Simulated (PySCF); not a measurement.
Start geometry of [WS(SH)4]-, `[S]=[W-]([SH])([SH])([SH])[SH]` [radical] from GFN2-xTB (Å):
```
atom  x, y, z in Å
W1     0.3756    0.0903    0.2295
S2     1.1619   -1.1874    1.8311
S3     2.1958    0.6819   -1.2429
H4     2.2391   -0.3992   -2.0166
S5     0.5695    2.3624    1.0389
H6    -0.4930    2.4120    1.8358
S7    -1.9933    0.3605    0.6950
H8    -2.5427   -0.7014    0.1060
S9    -0.2316   -1.5049   -1.5142
H10   -1.2813   -2.1143   -0.9624
```

Problem. What comes out of this run: PBE0-D3(BJ)/def2-SVP geometry optimisation, gas phase, def2 core potentials past Kr in PySCF?

Solution. 
```
atom  x, y, z in Å
W1     0.3469    0.0013    0.3205
S2     1.0621   -1.3965    1.7713
S3     2.2209    0.9530   -0.8679
H4     2.5579   -0.1192   -1.6239
S5     0.3217    2.2176    1.2751
H6    -0.9342    2.2538    1.7808
S7    -2.0452    0.1795    0.5818
H8    -2.4749   -0.9272   -0.0692
S9     0.0204   -1.2142   -1.7389
H10   -1.0756   -1.9479   -1.4296
```

The energy falls by 13.4 kJ/mol over 16 energy and gradient evaluations, the largest force component goes from 0.0274 to 3.0e-04 Eh/bohr, and the atoms move by 0.151 Å rms after alignment. The bond that changes most is W1–S2 (ends: tungsten bonded to 5 S; sulfur bonded to W), which shortens by 0.057 Å. Bonds longer at the end by more than 0.005 Å: 4 of 9; shorter: 4. Among the angles that change most is S5–W1–S9, from 150.8° to 143.0°. Among the dihedrals that turn most is S7–W1–S3–H4, from -99° to -114°. Rotational constants go from 889.8, 864.5, 691.6 to 895.1, 874.2, 716.9 MHz. The orientation of the end geometry is arbitrary; only internal coordinates are fixed.

The run used 142 basis functions and 141 SCF cycles in all.

Not checked by PBE0-D3(BJ)/def2-SVP frequencies. ⟨S²⟩ = 0.761 (exact for a doublet: 0.75). The geometry's basis has no diffuse functions, a weakness for an anion.

For an open-shell metal species like this, the optimisation's SCF solution wasn't tested for stability and no frequencies at its level were run, so a lower state or another shape may exist.
